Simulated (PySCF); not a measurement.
# [ReO2F4]− at several levels of theory

Computed with PySCF 2.14.0 (density fitting, no spin-orbit coupling) at the geometry relaxed with r2SCAN:

```xyz
7
[ReO2F4]− (singlet)
Re    0.0691    0.0343    0.0857
O     1.2799   -0.7855    0.9871
O    -0.0628    1.4884    0.9906
F    -1.3590   -0.8246    0.9813
F     1.2957    0.7657   -1.1556
F    -1.3045    0.6675   -1.1378
F    -0.0182   -1.4594   -1.1576
```

| level | basis | state | HOMO (eV) | gap (eV) | charge on Re1 (e) | dipole about the centre of mass (D) | largest force component (eV/Å) |
| --- | --- | --- | --- | --- | --- | --- | --- |
| r2SCAN | Re def2-SVP with ECP60, O def2-SVP, F def2-SVP | singlet | -3.15 | 3.57 | 1.43 | 1.40 | 0.05 |
| BLYP | the same | singlet | -2.42 | 3.23 | 1.12 | 1.20 | 1.14 |
| TPSS | the same | singlet | -2.73 | 3.38 | 1.27 | 1.23 | 0.64 |
| PBE0 | the same | singlet | -4.55 | 5.61 | 1.45 | 1.57 | 0.85 |
| BP86 | the same | singlet | -2.68 | 3.25 | 1.16 | 1.21 | 0.74 |
| r2SCAN | Re x2c-SVPall, O x2c-SVPall, F x2c-SVPall | singlet | -3.29 | 3.33 | 1.11 | 1.48 | 1.24 |

Charges are Mulliken's, which hang on the basis. The relaxation used the grid (50, 194), these runs (75, 302) or, all-electron (x2c bases, spin-free X2C Hamiltonian), (99, 590).

Q: What does r2SCAN with Re def2-TZVP with ECP60, O def2-TZVP, F def2-TZVP give here?

A: state singlet, HOMO (eV) -3.31, gap (eV) 3.63, charge on Re1 (e) 1.62, dipole about the centre of mass (D) 1.50, largest force component (eV/Å) 0.29. Time: 32 s on 2 threads of Arm Neoverse V1, with other jobs on the host, from free ions and atoms.

In the first row's basis the gap widens with exact exchange: 3.2 to 3.6 eV for BLYP, BP86, TPSS, r2SCAN (none); 5.6 eV for PBE0 (a fixed share).

No frequency check is given that shows the relaxed geometry to be a minimum.
